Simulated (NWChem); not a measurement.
System: BHOBrF; SMILES OB(F)Br

```xyz
5

B      0.0173    -0.9473     0.0000
F     -1.1333    -1.6126     0.0000
Br    -0.0182     0.9837     0.0000
O      1.2060    -1.5792     0.0000
H      1.1026    -2.5449     0.0000
```
Atoms are numbered in this order, from 1.

Geometry: optimised at B3LYP/6-31G* (spherical d).

Symmetry labels are those of Cs in the frame above (b1 and b2, or b-type labels, depend on it).

**Question.** List the 4 lowest vertical singlet excitations from Hartree-Fock/def2-SVPD, CIS (NWChem).

**Answer.** 
```csv
state,energy (eV),oscillator strength,symmetry,leading excitation (squared amplitude)
S1,8.50,0.056,a',HOMO → LUMO (0.60)
S2,8.63,0.066,a",HOMO−1 → LUMO (0.60)
S3,8.75,0.000,a",HOMO → LUMO+5 (0.93)
S4,9.33,0.122,a',HOMO−1 → LUMO+5 (0.79)
```
